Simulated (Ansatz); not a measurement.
ClFH$_{6}$Si$_{3}$ (`F[Si]([SiH3])([SiH3])Cl`), relaxed with RKS PBE0-D4/def2-TZVP in the Gaussian-basis code of Ansatz from a PBE-D4/def2-SVP geometry. The force threshold is 0.005 eV/Å; the program also tests the step.

Charge 0, multiplicity 1.

Start:

```xyz
11

F    -1.943   -1.197   -0.091
Si   -0.371   -0.740    0.082
Si    0.427   -0.003   -2.007
Si   -0.204    0.744    1.902
Cl    0.734   -2.444    0.587
H     0.282   -1.104   -3.022
H     1.880    0.356   -1.853
H    -0.337    1.211   -2.461
H    -0.997    1.996    1.634
H     1.245    1.108    2.082
H    -0.717    0.073    3.146
```

| step | energy (eV) | largest force (eV/Å) | largest move (Å) |
| --- | --- | --- | --- |
| 1 | -38958.9256 | 1.193 | 0.000 |
| 2 | -38958.9689 | 0.749 | 0.035 |
| 3 | -38958.9767 | 0.237 | 0.053 |
| 4 | -38958.9814 | 0.014 | 0.034 |
| 5 | -38958.9815 | 0.003 | 0.008 |
| 6 | -38958.9816 | 0.007 | 0.009 |
| 7 | -38958.9816 | 0.001 | 0.004 |

End:

```xyz
11

F    -1.907   -1.192   -0.081
Si   -0.373   -0.753    0.083
Si    0.427    0.000   -1.988
Si   -0.200    0.739    1.884
Cl    0.692   -2.447    0.579
H     0.295   -1.078   -3.002
H     1.859    0.367   -1.825
H    -0.339    1.198   -2.422
H    -0.991    1.966    1.603
H     1.232    1.106    2.045
H    -0.697    0.092    3.126
```

Run time 13 s (4 threads of a server CPU on a shared host); peak host memory 0.71 GiB.
